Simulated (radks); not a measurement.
Results of a calculation; reference values are marked as such.
Initial-state core-level shifts of the aluminium ion Al+ when its valence configuration changes from [Ne] 3s2. Code: a radial shooting solver on a logarithmic mesh with Libxc functionals. Model: Dirac Kohn-Sham, LDA (Slater exchange, Perdew-Wang correlation), spin-unpolarised, spherical densities, point nucleus; open shells are shared between the two j in proportion to 2j + 1. Shifts are changes of the shell-averaged eigenvalues in eV (positive: less bound).

| valence | 1s | 2s | 2p |
|---|---|---|---|
| 3s1 3p1 | -1.730 | -1.699 | -1.681 |
| 3s1.5 3p0.5 | -0.878 | -0.862 | -0.853 |
| 3p2 | -3.354 | -3.303 | -3.265 |
| 3s0.5 3p1.5 | -2.554 | -2.513 | -2.485 |
